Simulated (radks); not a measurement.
Question: The mean radii <r> (bohr) of the occupied orbitals of an atom or ion are listed with their occupations. All-electron calculation, Dirac Kohn-Sham, BLYP, spin-unpolarised, spherical densities, point nucleus. Program: a radial shooting solver on a logarithmic mesh with Libxc functionals.

orbital  occ.     <r>
1s1/2       2  0.2701
2s1/2       2   1.362

Name the element and its charge. Open shells, if any, are shared by 2j + 1.

Answer: Z = 6, carbon, charge +2: C2+ in [He] 2s2. The 1s radius gives Z: for a bare nucleus <r> = (2 gamma + 1)/(2Z) with gamma = sqrt(1 - (Z/c)^2), 0.2498 bohr for Z = 6, and screening makes it slightly larger (0.2701 here). The occupations add up to 4, and the charge is Z minus that.
